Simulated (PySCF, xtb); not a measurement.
Si(F)(OH)(OMe)(NH2) (CH6FNO2Si), SMILES CO[Si](N)(O)F.

GFN2-xTB (xtb) at its own geometry gives an orbital gap of 8.33 eV and a dipole moment of 1.74 D.

Geometry optimised at PBE0-D3(BJ)/def2-SVP. The structure was generated by enumeration, and PubChem lists no compound with its InChIKey, so it may never have been made. The values are those of a single conformer.

**Question.** What does PBE/def2-TZVP run with PySCF give? (Estimate from the structure and the level; the computed values follow.)

**Answer.** gap 6.25 eV (levels -6.47 and -0.22 eV), dipole 1.63 D.
